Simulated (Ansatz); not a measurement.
CH6ClFSi2 can be A, `C[Si](F)([SiH3])Cl`, or B, `F[SiH2]C[SiH2]Cl`.

Gas-phase electronic energies from Ansatz, PBE0-D4/def2-TZVP geometries. CCSD(T)/CBS is the MP2 limit (def2-TZVPP, def2-QZVPP) plus CCSD(T) − MP2 in def2-TZVPP, frozen cores. DFT in def2-TZVPP. B3LYP here is the variant with VWN-RPA as its local correlation; programs differ in this. Each species was taken in one conformer, which may not be the lowest.

**Question.** Which isomer does CCSD(T)/CBS put lower? Give the gap. (An estimate is asked.)

**Answer.** Computed: A, by 2.4 kJ/mol.

**Question.** Give E(B) − E(A) in kJ/mol with B3LYP, B2PLYP, MP2/def2-TZVPP, B3LYP-D4, r2SCAN-D4, BLYP-D4, CCSD(T)/def2-SVP. (Estimate.)

**Answer.** Computed: B3LYP 7.8, B2PLYP 3.1, MP2/def2-TZVPP -4.7, B3LYP-D4 10.3, r2SCAN-D4 11.4, BLYP-D4 14.8, CCSD(T)/def2-SVP 5.2. The order is the other way round with MP2/def2-TZVPP.

**Question.** Does the order hold for the free energy at 298.15 K (harmonic terms from PBE0-D4)? (An estimate is asked.)

**Answer.** The calculation gave: Too close to call: G(B) − G(A) = -1.1 kJ/mol, for one conformer each. Modes under 60 cm⁻¹, often nearly free rotors, make the harmonic entropy too high.

Largest T1 diagnostic: 0.011.

Leaving LDA and LC-ωPBE aside and taking each functional with its dispersion term where it has one, the values, not all of them listed here, spread over 19.2 kJ/mol, from ωB97M-V to PBE-D4. From BLYP to BHLYP (50 % exact exchange), in def2-TZVPP and without D4, E(B) − E(A) moves by −11.2 kJ/mol.
